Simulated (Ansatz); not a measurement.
Species: diiodo(dimethyl)germane, C$_{2}$H$_{6}$GeI$_{2}$, charge 0, multiplicity 1. 
Geometry from a B3LYP-D3(BJ)/def2-TZVP (Ansatz, an electronic-structure program) optimisation:
```xyz
11

C      1.8667    -1.6817    -0.3506
Ge     0.1036    -0.8572    -0.1583
C     -1.4120    -2.0793    -0.3438
I     -0.1204     0.9596    -1.9316
I     -0.0220     0.2180     2.1490
H      2.6379    -0.9243    -0.2316
H      1.9872    -2.4485     0.4143
H      1.9449    -2.1295    -1.3411
H     -2.3414    -1.5281    -0.2212
H     -1.3850    -2.5333    -1.3342
H     -1.3427    -2.8523     0.4212
```

Quantity: vertical electron affinity (to the doublet state of charge -1; a negative value means that the extra electron is unbound and the number depends on the basis; each state is the SCF solution reached for its spin), in eV. Cores are frozen in the correlated levels unless marked. Open shells are spin-unrestricted. Spin-orbit coupling is left out. The frozen core is the preceding noble-gas configuration, with the filled d and f shells of earlier blocks. Past Kr the def2 sets carry scalar-relativistic core potentials. Anions need diffuse functions: def2-D sets add few. CBS(X,Y): correlation extrapolated as X^-3; Hartree-Fock from the larger set. The bracket is a focal-point correction in the basis named.

| level | program | vertical electron affinity (eV) |
|---|---|---|
| PBE0/def2-TZVPD | Ansatz | 0.16 |
| CAM-B3LYP/def2-TZVPD | Ansatz | 0.13 |
| wB97M-V/def2-TZVPD | Ansatz | 0.02 |
| wB97X-V/def2-TZVPD | Ansatz | -0.07 |
| RI-MP2/CBS(def2-TZVPPD,def2-QZVPPD) | Ansatz | 0.00 |
| RI-MP2/CBS(def2-TZVPPD,def2-QZVPPD)+[CCSD(T)-MP2]/def2-SVPD | Ansatz | 0.00 |
| RI-MP2/CBS(def2-TZVPPD,def2-QZVPPD)+[CCSD(T)-MP2]/def2-TZVPPD | Ansatz | 0.00 |
